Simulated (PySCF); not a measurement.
## Relaxation of singlet HAsO2

Computed with PySCF, PBE0, basis As def2-TZVP, O def2-TZVP, H def2-TZVP (no relativity, density fitting). A (50,194) grid was used.

A hand-made trigonal planar start, of C2v symmetry, held to at least that symmetry:

Coordinates in bohr (charge 0 multiplicity 1):
```
As    0.4519    0.0000    0.0000
O    -1.1638    2.7985    0.0000
O    -1.1638   -2.7985    0.0000
H     3.3432    0.0000    0.0000
```

Q: What forces act on the atoms at the start (eV/Å)?

A: 
```tsv
atom	Fx	Fy	Fz
As1	-5.04	0.00	0.00
O2	2.65	-3.23	0.00
O3	2.65	3.23	0.00
H4	-0.25	0.00	0.00
```

Q: What does it relax to?

A: It ends at C2v with As–H 1.517 Å, As–O 1.604 Å (×2); H–As–O 113.7° (×2), O–As–O 132.6°. A frequency run shows a minimum.

Q: How much energy is released, and in how many steps?

A: 60.1 kJ/mol in 5 steps.
